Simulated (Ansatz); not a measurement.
Calculated with Ansatz (gas phase, PBE0-D4/def2-TZVP geometries, no zero-point term in ΔE). CBS: MP2 limit from def2 TZ/QZ plus the TZ coupled-cluster correction, frozen cores. This one scheme is used for every species. DFT in def2-TZVPP. B3LYP here is the variant with VWN-RPA as its local correlation; programs differ in this. For Ga, Se outer-core shells are correlated without core-valence functions, which leaves a few kJ/mol of doubt a bond. Scalar relativity is left out up to krypton. Each species was taken in one conformer, which may not be the lowest.

Consider the cleavage of the Si–Ga bond: `[OH][GaH][SiH2][SeH]` + `C=N` → `C=N[SiH2][SeH]` + `[OH][GaH2]`.

```tsv
level	ΔE (kJ/mol)
BLYP-D4	-25.4
B97M-V	-31.9
PBE0-D4	-18.7
B3LYP	-26.3
RPA@PBE/def2-TZVPP	-22.8
MP2/def2-SVP	-27.1
HF/def2-QZVPP	-40.8
SCS-MP2/def2-QZVPP	-35.0
```

**Question.** What does CCSD(T)/CBS give? (An estimate is asked.)

**Answer.** Computed: -25.3 kJ/mol. The listed levels differ from it by -0.1, -6.6, 6.6, -1.0, 2.5, -1.8, -15.5, -9.7 kJ/mol.

Largest T1 diagnostic among the species: 0.015.

At CCSD(T), def2-SVP lies +6.9 kJ/mol from the extrapolated value and def2-TZVPP +0.2 kJ/mol. Leaving LDA and LC-ωPBE aside and taking each functional with its dispersion term where it has one, the values, not all of them listed here, spread over 18.2 kJ/mol, from CAM-B3LYP-D4 to PBE-D4. LDA lies −11.4 kJ/mol from PBE without D4. In def2-TZVPP, CCSD(T) changes the Hartree–Fock value by +13.5 kJ/mol (the triples alone add +0.5 kJ/mol) and MP2 by +4.5 kJ/mol.

CCSD(T)/CBS has its own doubt, a few kJ/mol and more with outer-core shells, so smaller differences from it don't rank the levels.
